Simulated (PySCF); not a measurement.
C4H9O (SMILES CCCC[O]), doublet, geometry from GFN2-xTB; PySCF with DF-REVPBE/6-31G*.

PySCF was given this input:
```python
from pyscf import gto, scf, dft

mol = gto.M(
    atom='''
C     2.344493   -0.098136   -0.000733
C     0.889376   -0.487780   -0.217044
C    -0.045439    0.718397   -0.092046
C    -1.503545    0.274167   -0.253169
O    -2.008586   -0.487512    0.684477
H     2.657768    0.640522   -0.735936
H     2.484026    0.324898    0.991355
H     2.986962   -0.970203   -0.096705
H     0.584432   -1.230517    0.522492
H     0.774275   -0.934764   -1.207846
H     0.081863    1.166146    0.894993
H     0.198527    1.464322   -0.851034
H    -2.147133    1.186995   -0.351872
H    -1.661335   -0.187190   -1.263307
''',
    basis='6-31g*',
    charge=0,
    spin=1,
    verbose=4,
)

mf = dft.UKS(mol)
mf.xc = 'revpbe'
mf = mf.density_fit(auxbasis='def2-universal-jkfit')
mf.kernel()
```

What the program printed (banner, timings and long lists left out):

```
PySCF version 2.14.0

[INPUT] verbose = 4
[INPUT] num. atoms = 14
[INPUT] num. electrons = 41
[INPUT] charge = 0
[INPUT] spin (= nelec alpha-beta = 2S) = 1
[INPUT] symmetry False subgroup None
[INPUT] Mole.unit = angstrom
[INPUT] Symbol           X                Y                Z      unit          X                Y                Z       unit  Magmom
[INPUT]  1 C      2.344493000000  -0.098136000000  -0.000733000000 AA    4.430449670960  -0.185450162960  -0.001385169249 Bohr   0.0
[INPUT]  2 C      0.889376000000  -0.487780000000  -0.217044000000 AA    1.680677061761  -0.921770609040  -0.410153716980 Bohr   0.0
[INPUT]  3 C     -0.045439000000   0.718397000000  -0.092046000000 AA   -0.085867265374   1.357573578709  -0.173941730862 Bohr   0.0
[INPUT]  4 C     -1.503545000000   0.274167000000  -0.253169000000 AA   -2.841288265959   0.518100542394  -0.478420073230 Bohr   0.0
[INPUT]  5 O     -2.008586000000  -0.487512000000   0.684477000000 AA   -3.795677437636  -0.921264162439   1.293474068564 Bohr   0.0
[INPUT]  6 H      2.657768000000   0.640522000000  -0.735936000000 AA    5.022453622633   1.210411156759  -1.390717485208 Bohr   0.0
[INPUT]  7 H      2.484026000000   0.324898000000   0.991355000000 AA    4.694128826299   0.613968238419   1.873389442218 Bohr   0.0
[INPUT]  8 H      2.986962000000  -0.970203000000  -0.096705000000 AA    5.644540124483  -1.833417955231  -0.182745964876 Bohr   0.0
[INPUT]  9 H      0.584432000000  -1.230517000000   0.522492000000 AA    1.104416418432  -2.325340121621   0.987366782276 Bohr   0.0
[INPUT] 10 H      0.774275000000  -0.934764000000  -1.207846000000 AA    1.463167695098  -1.766447951103  -2.282498140651 Bohr   0.0
[INPUT] 11 H      0.081863000000   1.166146000000   0.894993000000 AA    0.154698649735   2.203696561257   1.691291653403 Bohr   0.0
[INPUT] 12 H      0.198527000000   1.464322000000  -0.851034000000 AA    0.375161658332   2.767167538175  -1.608221182693 Bohr   0.0
[INPUT] 13 H     -2.147133000000   1.186995000000  -0.351872000000 AA   -4.057493323016   2.243095461228  -0.664941710903 Bohr   0.0
[INPUT] 14 H     -1.661335000000  -0.187190000000  -1.263307000000 AA   -3.139468151154  -0.353737833257  -2.387304241246 Bohr   0.0

nuclear repulsion = 179.542287762313
number of shells = 48
number of NR pGTOs = 171
number of NR cGTOs = 88
basis = 6-31g*
ecp = {}

******** <class 'pyscf.df.df_jk.DFUKS'> ********
method = DFUKS
initial guess = minao
damping factor = 0
level_shift factor = 0
DIIS = <class 'pyscf.scf.diis.CDIIS'>
diis_start_cycle = 1
diis_space = 8
diis_damp = 0
SCF conv_tol = 1e-09
SCF conv_tol_grad = None
SCF max_cycles = 50
direct_scf = False
number electrons alpha = 21  beta = 20
XC library pyscf.dft.libxc version 7.1.2
    S. Lehtola, C. Steigemann, M. J. T. Oliveira, and M. A. L. Marques,  SoftwareX 7, 1–5 (2018)
XC functionals = revpbe
    Y. Zhang and W. Yang,  Phys. Rev. Lett. 80, 890 (1998)
    J. P. Perdew, K. Burke, and M. Ernzerhof,  Phys. Rev. Lett. 77, 3865 (1996)
    J. P. Perdew, K. Burke, and M. Ernzerhof,  Phys. Rev. Lett. 78, 1396 (1997)
radial grids:
    Treutler-Ahlrichs [JCP 102, 346 (1995); DOI:10.1063/1.469408] (M4) radial grids

becke partition: Becke, JCP 88, 2547 (1988); DOI:10.1063/1.454033
pruning grids: <function nwchem_prune>
grids dens level: 3
symmetrized grids: False
atomic radii adjust function: <function treutler_atomic_radii_adjust>
small_rho_cutoff = 0
Set gradient conv threshold to 3.16228e-05
tot grids = 158832
init E= -233.08172288654

cycle= 1 E= -232.755016838831  delta_E= 0.327  |g|= 0.551  |ddm|= 2.26

cycle= 2 E= -232.232220755911  delta_E= 0.523  |g|= 1.19  |ddm|= 2.78
cycle= 3 E= -232.898237183619  delta_E= -0.666  |g|= 0.143  |ddm|= 2.36
cycle= 4 E= -232.899191744465  delta_E= -0.000955  |g|= 0.158  |ddm|= 0.377
cycle= 5 E= -232.910587625481  delta_E= -0.0114  |g|= 0.0223  |ddm|= 0.148
cycle= 6 E= -232.910825754114  delta_E= -0.000238  |g|= 0.0115  |ddm|= 0.0427
cycle= 7 E= -232.910917806432  delta_E= -9.21e-05  |g|= 0.00403  |ddm|= 0.0274
cycle= 8 E= -232.910948445374  delta_E= -3.06e-05  |g|= 0.00297  |ddm|= 0.0254
cycle= 9 E= -232.910974991424  delta_E= -2.65e-05  |g|= 0.0018  |ddm|= 0.0336
cycle= 10 E= -232.910984086004  delta_E= -9.09e-06  |g|= 0.000723  |ddm|= 0.0231
cycle= 11 E= -232.910985465494  delta_E= -1.38e-06  |g|= 0.000389  |ddm|= 0.011
cycle= 12 E= -232.910985578831  delta_E= -1.13e-07  |g|= 8.63e-05  |ddm|= 0.00231
cycle= 13 E= -232.910985582321  delta_E= -3.49e-09  |g|= 5.17e-05  |ddm|= 0.000688
cycle= 14 E= -232.910985583237  delta_E= -9.16e-10  |g|= 3.57e-05  |ddm|= 0.000572
cycle= 15 E= -232.910985584367  delta_E= -1.13e-09  |g|= 4.92e-06  |ddm|= 0.000266
cycle= 16 E= -232.91098558438  delta_E= -1.28e-11  |g|= 1.94e-06  |ddm|= 1.97e-05
Extra cycle  E= -232.910985584379  delta_E= 1.36e-12  |g|= 2.8e-06  |ddm|= 4.84e-06
converged SCF energy = -232.910985584379  <S^2> = 0.75246951  2S+1 = 2.002468
```
